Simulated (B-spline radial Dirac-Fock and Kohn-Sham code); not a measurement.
# How the binding energies of Sb⁵⁺ add up

System: the Sb⁵⁺ ion, 1s2 2s2 2p6 3s2 3p6 3d10 4s2 4p6 4d9 5p1 (an excited configuration); nuclear rms radius 4.6802 fm (A = 121).

The computed values come from a radial atomic solver: multi-electron Dirac-Fock with separately optimised hole states, Breit and Lamb-shift corrections added in first order. Correlation and solid-state effects are left out. Energies are counted from the vacuum level. Subshells whose hole state is unreliable or did not converge are left out.

All terms are in eV, carry their sign (relaxation lowers the binding energy) and add up to the binding energy; ⟨r⟩ is the mean radius of the orbital in the initial state.

| subshell | −ε (Koopmans) | relaxation | Gaunt | retardation | self-energy | vacuum polarisation | binding energy | ⟨r⟩ (bohr) |
| --- | --- | --- | --- | --- | --- | --- | --- | --- |
| K | 30736.2 | -62.94 | -73.79 | 5.90 | -39.84 | 5.34 | 30570.9 | 0.028 |
| L1 | 4828.4 | -32.35 | -6.72 | 0.38 | -4.90 | 0.61 | 4785.5 | 0.122 |
| L2 | 4508.4 | -35.81 | -12.05 | 1.34 | 0.34 | -0.02 | 4462.2 | 0.103 |
| L3 | 4255.5 | -34.58 | -8.63 | 1.59 | -0.12 | -0.03 | 4213.8 | 0.109 |
| M1 | 1041.1 | -12.41 | -0.93 | 0.03 | -0.99 | 0.12 | 1027.0 | 0.329 |
| M2 | 909.3 | -12.89 | -1.82 | 0.19 | 0.06 | 0.00 | 894.8 | 0.320 |
| M3 | 861.3 | -12.40 | -1.18 | 0.24 | -0.02 | -0.01 | 847.9 | 0.331 |
| M4 | 631.0 | -13.81 | -0.52 | 0.02 | 0.09 | -0.01 | 616.8 | 0.303 |
| N1 | 240.9 | -2.92 | -0.15 | 0.00 | -0.20 | 0.02 | 237.6 | 0.789 |
| N2 | 193.7 | -2.70 | -0.29 | 0.03 | 0.01 | 0.00 | 190.8 | 0.827 |
| N3 | 184.6 | -2.51 | -0.17 | 0.04 | 0.00 | 0.00 | 182.0 | 0.852 |
| N4,5 | 107.7 | -1.95 | 0.00 | 0.00 | 0.01 | 0.00 | 105.8 | 0.984 |
| O2,3 | 55.80 | -0.07 | -0.04 | 0.01 | 0.00 | 0.00 | 55.70 | 2.151 |

For the deepest level, K (1s), the Breit terms make up -0.222 % of the binding energy, QED -0.113 % and orbital relaxation -0.206 %.
